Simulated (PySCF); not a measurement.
## Löwdin shares of the frontier orbitals

AlCl2(NH2).
Structure used (PBE0-D3(BJ)/def2-SVP), in Å, numbered top down from 1:
```xyz
6
AlCl2H2N angstrom
Al     0.3593    0.6212    0.0037
Cl     2.4299    0.6642    0.2989
Cl    -0.6828    2.4087   -0.2912
N     -0.5095   -0.9002   -0.0022
H     -1.5104   -0.9824   -0.1386
H     -0.0865   -1.8115    0.1293
```

Computed, not measured: PySCF, TDDFT wB97X-D/def2-SVPD, vertical, gas phase, core orbitals frozen in the response.

Frontier orbitals with the atoms that hold most of them (Löwdin shares over 4%, at most four atoms; ? is withheld):

```tsv
orbital	ε (eV)	atoms
HOMO-3	-11.64	Cl2 43%, Cl3 42%, Al1 10%
HOMO-2	-11.41	Cl3 46%, Cl2 46%, Al1 8%
HOMO-1	-11.17	?
HOMO	-10.09	N4 69%, Al1 10%, H6 7%, H5 7%
LUMO	0.57	?
LUMO+1	1.55	Al1 47%, Cl2 20%, Cl3 20%, N4 13%
LUMO+2	2.38	Al1 38%, Cl2 17%, Cl3 17%, H6 10%
```

(1) Which atoms hold the HOMO-1, and with what shares?

(2) Which atoms hold the LUMO, and with what shares?

(3) How does S1 compare with the orbital gap of 10.66 eV?

(4) Give energy, strength and leading configuration of S1, S2, S3, S4 and S7, and follow the Löwdin shares of the leading atoms from the occupied to the empty orbital.

## Answers

(1) Cl3 (bonded to Al) 48%; Cl2 (bonded to Al) 47%.

(2) Al1 (bonded to 2 Cl and N) 66%; Cl2 (bonded to Al) 11%; Cl3 (bonded to Al) 11%; N4 (bonded to Al and 2 H) 6%. By element: aluminium 66%, chlorine 22%, nitrogen 6%.

(3) S1 is at 6.14 eV (f = 0.035), 4.52 eV below the gap, made of HOMO→LUMO (93%). Without the coupling terms of the response equations the lowest excitation would equal the gap.

(4) 
- S1 (6.14 eV, f 0.035), HOMO→LUMO (93%): N4 69% → 6%, Al1 10% → 66%, Cl2 at most 7% → 11%
- S2 (7.29 eV, f 0.078), HOMO→LUMO+1 (92%): N4 69% → 13%, Al1 10% → 47%, Cl2 at most 7% → 20%
- S3 (7.38 eV, f 0.036), HOMO-1→LUMO (88%): Cl3 48% → 11%, Cl2 47% → 11%, Al1 at most 4% → 66%
- S4 (7.53 eV, f 0.0000), HOMO-2→LUMO (86%): Cl3 46% → 11%, Cl2 46% → 11%, Al1 8% → 66%
- S7 (7.89 eV, f 0.0000), HOMO-1→LUMO+1 (98%): Cl3 48% → 20%, Cl2 47% → 20%, Al1 at most 4% → 47%
